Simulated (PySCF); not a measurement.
Ti(I)(SH)3 (H₃IS₃Ti), SMILES [SH][Ti]([SH])([SH])[I], multiplicity 1.

Geometry: B3LYP-D3(BJ)/def2-SVP. The spin state was assumed, not searched. The def2 effective core potentials stand for the cores of I; spin–orbit coupling is left out. The values are those of a single conformer.

Vertical ionisation energy (IE) and electron affinity (EA) in eV. Rows of orbital energies are one-electron estimates. Where ΔSCF, EOM or ADC give a negative EA the extra electron is unbound and the value depends on the basis.

```
level                                         IE    EA
------------------------------------------  ----  ----
−ε(HOMO), −ε(LUMO), PBE0/def2-TZVP (PySCF)  7.83  3.22
−ε(HOMO), −ε(LUMO), PBE/def2-TZVP (PySCF)   6.72  4.06
```
